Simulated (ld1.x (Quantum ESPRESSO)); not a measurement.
# boron (B): ultrasoft pseudisation with LDA (PZ), scalar-relativistic reference atom.

B (Z = 5), ultrasoft, made with ld1.x (Quantum ESPRESSO) 7.5 (LDA (PZ), scalar-relativistic). Core [He], reference 2s2 2p1. Waves: 2s (bound): rcut 1.40, rcutus 1.60 bohr; 2s channel at 0.2 Ry: rcut 1.40, rcutus 1.60 bohr; 2p (bound): rcut 2.85, rcutus 3.40 bohr; 2p channel at 3.2 Ry: rcut 2.85, rcutus 3.40 bohr; 3d channel at 0.05 Ry: rcut 2.65, rcutus 3.50 bohr; 3d channel at 0.85 Ry: rcut 2.65, rcutus 3.50 bohr. Local part: all-electron potential smoothed inside 1.90 bohr (lloc = -2). Core correction: Bessel-smoothed model core inside 1.20 bohr. Augmentation charge: built from norm-conserving waves at rcut, not smoothed further.

Poles of the logarithmic derivatives, all-electron (AE) and pseudo (PS). s: poles at -0.6, 1.9 (AE) and -0.6, 1.9 (PS) Ry. p: poles at -0.1, 2.0 (AE) and -0.1 (PS) Ry. d: poles at 1.4, 4.4 (AE) and 1.4 (PS) Ry. Test radius 3.80 bohr.

- Largest excitation error: +220 meV (all-electron minus pseudo) for 2s1 2p0, out of 7 test configurations
- Lowest eigenvalue of the overlap operator: 0.52 (s channel)

A Bessel basis up to 400 Ry misses an occupied level by 0.29 Ry, so cutoffs and ghosts were not judged.
